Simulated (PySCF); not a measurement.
These are PySCF with PBE-D3(BJ)/def2-TZVP // B3LYP-D3(BJ)/def2-SVP values and carry that method's errors. Isolated molecules, 0 K electronic values unless said otherwise. One relaxed conformer stands for a flexible species; it need not be the lowest. Excitations are Tamm–Dancoff values on a coarser integration grid. The basis has no diffuse functions, so Rydberg states are missing or too high.

Reference species (SMILES): `Bc1ccc2ccccc2n1` (neutral, multiplicity 1).

```
Quantity                                        Value
-------------------------------------------  --------
brightest of the four lowest singlets (TDA)   4.02 eV
HOMO                                         -5.80 eV
```

Changed species: `Bc1ccc2cccnc2c1`.

Question: What does the change do to the brightest of the four lowest singlets (TDA) and HOMO?

Answer: the brightest of the four lowest singlets (TDA) increases by 0.07 eV, to 4.09 eV; the HOMO drops by 0.31 eV, to -6.11 eV.
